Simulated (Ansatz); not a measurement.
Species: GaH, net charge 0, triplet state. This is an excited triplet: at this geometry the singlet lies 2.01 eV lower at CCSD(T)/CBS(aug-cc-pVTZ,aug-cc-pVQZ). 
Coordinates optimised at B3LYP-D3(BJ)/def2-TZVP (Ansatz, a program for electronic structure):
SMILES: [GaH]
```xyz
2

Ga     0.0000     0.0000    -0.0508
H      0.0000     0.0000     1.5741
```
Charge 0, spin multiplicity 3.

Basis-set convergence of Hartree-Fock and MP2 correlation energies (hartree) with Ansatz. Valence correlation only, unless marked. Open shells are spin-unrestricted. Spin-orbit coupling is left out. The frozen core is the preceding noble-gas configuration, with the filled d and f shells of earlier blocks. Non-relativistic.

```json
[
 {"basis": "cc-pVDZ", "functions": "32", "E(HF)": "-1923.71459", "E(corr, MP2)": "-0.03456"},
 {"basis": "cc-pVTZ", "functions": "57", "E(HF)": "-1923.78596", "E(corr, MP2)": "-0.04134"},
 {"basis": "cc-pVQZ", "functions": "98", "E(HF)": "-1923.78913", "E(corr, MP2)": "-0.04434"},
 {"basis": "cc-pV5Z", "functions": "159", "E(HF)": "-1923.78946", "E(corr, MP2)": "-0.04542"}
]
```

Extrapolating the two largest sets (X = 4 and 5) as X^-3: E(corr) = (125·(-0.04542) - 64·(-0.04434))/61 = -0.0466 Eh, an estimate of the basis-set limit. The largest set recovers 97.6 % of it, the smallest 74.2 %.
